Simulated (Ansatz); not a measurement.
Reaction (isomerisation): `B[CH2][AlH][CH3]` → `C[B](C)[AlH2]`

Program: Ansatz. Geometries: PBE0-D4/def2-TZVP. ΔE: electronic, gas phase. CCSD(T)/CBS is the MP2 limit (def2-TZVPP, def2-QZVPP) plus CCSD(T) − MP2 in def2-TZVPP, frozen cores. Functionals use def2-TZVPP. B3LYP here is the variant with VWN-RPA as its local correlation; programs differ in this. HSE06 is defined as in plane-wave codes. Each species was taken in one conformer, which may not be the lowest.

`B[CH2][AlH][CH3]`:

Cartesian coordinates in Å:
```
B 0.145 0.206 -1.958
C 1.186 0.267 -0.872
Al 0.289 -0.701 0.621
C -1.094 0.165 1.680
H -0.750 1.006 -1.996
H 0.127 -0.703 -2.743
H 2.114 -0.292 -1.015
H 1.342 1.240 -0.392
H 0.803 -2.163 0.968
H -0.840 0.169 2.745
H -2.037 -0.388 1.593
H -1.286 1.195 1.369
```

`C[B](C)[AlH2]`:

Z-matrix (Å, degrees):
```
C
B 1 1.568
H 1 1.092 2 116.8
H 1 1.103 2 104.0 3 115.9
H 1 1.095 2 114.0 3 -129.2
C 2 1.568 1 117.5 3 151.8
Al 2 2.143 1 121.2 3 -28.2
H 6 1.095 2 114.0 1 22.5
H 6 1.103 2 104.0 1 -92.3
H 6 1.092 2 116.8 1 151.7
H 7 1.599 2 122.1 1 94.3
H 7 1.599 2 122.1 1 -85.7
```

```json
{"level": "LDA (SPW92)", "ΔE (kJ/mol)": "62.8", "difference from CCSD(T)/CBS": "-8.5"}
{"level": "r2SCAN-D4", "ΔE (kJ/mol)": "71.9", "difference from CCSD(T)/CBS": "0.6"}
{"level": "B97M-V", "ΔE (kJ/mol)": "58.9", "difference from CCSD(T)/CBS": "-12.4"}
{"level": "PBE0-D4", "ΔE (kJ/mol)": "63.6", "difference from CCSD(T)/CBS": "-7.7"}
{"level": "B3LYP-D4", "ΔE (kJ/mol)": "67.8", "difference from CCSD(T)/CBS": "-3.5"}
{"level": "r2SCANh-D4", "ΔE (kJ/mol)": "71.7", "difference from CCSD(T)/CBS": "0.4"}
{"level": "r2SCAN0-D4", "ΔE (kJ/mol)": "71.2", "difference from CCSD(T)/CBS": "-0.1"}
{"level": "HSE06-D4", "ΔE (kJ/mol)": "63.8", "difference from CCSD(T)/CBS": "-7.5"}
{"level": "BHLYP-D4", "ΔE (kJ/mol)": "68.0", "difference from CCSD(T)/CBS": "-3.3"}
{"level": "CAM-B3LYP-D4", "ΔE (kJ/mol)": "68.4", "difference from CCSD(T)/CBS": "-2.9"}
{"level": "ωB97X-V", "ΔE (kJ/mol)": "65.5", "difference from CCSD(T)/CBS": "-5.8"}
{"level": "ωB97M-V", "ΔE (kJ/mol)": "74.3", "difference from CCSD(T)/CBS": "3.0"}
{"level": "B2PLYP", "ΔE (kJ/mol)": "72.5", "difference from CCSD(T)/CBS": "1.2"}
{"level": "PBE-QIDH", "ΔE (kJ/mol)": "70.0", "difference from CCSD(T)/CBS": "-1.3"}
{"level": "PBE", "ΔE (kJ/mol)": "63.0", "difference from CCSD(T)/CBS": "-8.3"}
{"level": "revPBE", "ΔE (kJ/mol)": "62.1", "difference from CCSD(T)/CBS": "-9.2"}
{"level": "BLYP", "ΔE (kJ/mol)": "67.7", "difference from CCSD(T)/CBS": "-3.6"}
{"level": "r2SCAN", "ΔE (kJ/mol)": "71.9", "difference from CCSD(T)/CBS": "0.6"}
{"level": "PBE0", "ΔE (kJ/mol)": "63.8", "difference from CCSD(T)/CBS": "-7.5"}
{"level": "B3LYP", "ΔE (kJ/mol)": "68.1", "difference from CCSD(T)/CBS": "-3.2"}
{"level": "r2SCANh", "ΔE (kJ/mol)": "71.7", "difference from CCSD(T)/CBS": "0.4"}
{"level": "r2SCAN0", "ΔE (kJ/mol)": "71.2", "difference from CCSD(T)/CBS": "-0.1"}
{"level": "HSE06", "ΔE (kJ/mol)": "64.0", "difference from CCSD(T)/CBS": "-7.3"}
{"level": "BHLYP", "ΔE (kJ/mol)": "67.8", "difference from CCSD(T)/CBS": "-3.5"}
{"level": "CAM-B3LYP", "ΔE (kJ/mol)": "68.6", "difference from CCSD(T)/CBS": "-2.7"}
{"level": "LC-ωPBE", "ΔE (kJ/mol)": "66.2", "difference from CCSD(T)/CBS": "-5.1"}
{"level": "RPA@PBE/def2-TZVPP", "ΔE (kJ/mol)": "68.8", "difference from CCSD(T)/CBS": "-2.5"}
{"level": "HF/def2-SVP", "ΔE (kJ/mol)": "51.0", "difference from CCSD(T)/CBS": "-20.3"}
{"level": "MP2/def2-SVP", "ΔE (kJ/mol)": "65.7", "difference from CCSD(T)/CBS": "-5.6"}
{"level": "CCSD/def2-SVP", "ΔE (kJ/mol)": "55.3", "difference from CCSD(T)/CBS": "-16.0"}
{"level": "CCSD(T)/def2-SVP", "ΔE (kJ/mol)": "56.6", "difference from CCSD(T)/CBS": "-14.7"}
{"level": "HF/def2-TZVPP", "ΔE (kJ/mol)": "61.3", "difference from CCSD(T)/CBS": "-10.0"}
{"level": "MP2/def2-TZVPP", "ΔE (kJ/mol)": "80.1", "difference from CCSD(T)/CBS": "8.8"}
{"level": "SCS-MP2/def2-TZVPP", "ΔE (kJ/mol)": "75.1", "difference from CCSD(T)/CBS": "3.8"}
{"level": "CCSD/def2-TZVPP", "ΔE (kJ/mol)": "68.2", "difference from CCSD(T)/CBS": "-3.1"}
{"level": "CCSD(T)/def2-TZVPP", "ΔE (kJ/mol)": "70.4", "difference from CCSD(T)/CBS": "-0.9"}
{"level": "SCS-MP2/def2-QZVPP", "ΔE (kJ/mol)": "75.8", "difference from CCSD(T)/CBS": "4.5"}
{"level": "HF/CBS(def2)", "ΔE (kJ/mol)": "62.1", "difference from CCSD(T)/CBS": "-9.2"}
{"level": "MP2/CBS(def2)", "ΔE (kJ/mol)": "81.0", "difference from CCSD(T)/CBS": "9.7"}
{"level": "CCSD/CBS(def2)", "ΔE (kJ/mol)": "69.0", "difference from CCSD(T)/CBS": "-2.3"}
{"level": "CCSD(T)/CBS", "ΔE (kJ/mol)": "71.3", "difference from CCSD(T)/CBS": "0"}
```

Q: What do rigid-rotor, harmonic-oscillator terms from PBE0-D4/def2-TZVP frequencies (298.15 K, 1 bar) make of the CCSD(T)/CBS value? (Estimate.)

A: The calculation gave: ΔZPE = -0.1 kJ/mol, ΔH = +71.4 kJ/mol, ΔS = -15 J/(mol·K), ΔG = +75.8 kJ/mol. Modes under 50 cm⁻¹ make the entropy rough.

Largest T1 diagnostic among the species: 0.011.

In def2-TZVPP, CCSD(T) changes the Hartree–Fock value by +9.2 kJ/mol (the triples alone add +2.3 kJ/mol) and MP2 by +18.8 kJ/mol. Leaving LDA and LC-ωPBE aside and taking each functional with its dispersion term where it has one, the values spread over 15.4 kJ/mol, from B97M-V to ωB97M-V. At CCSD(T), def2-SVP lies −14.7 kJ/mol from the extrapolated value and def2-TZVPP −0.9 kJ/mol.
